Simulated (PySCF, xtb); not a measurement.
Be(H)(NH2) (BeH3N), SMILES [BeH][NH2].

GFN2-xTB run with xtb at its own geometry gives an orbital gap of 5.76 eV and a dipole moment of 1.91 D.

Coordinates come from a TPSSh-D3(BJ)/def2-TZVPD optimisation.

**Question.** What does M06-2X/def2-TZVPD run with PySCF give? (The exact figures need the calculation; the answer reports its results.)

**Answer.** gap 8.99 eV (levels -8.87 and 0.12 eV), dipole 1.40 D.
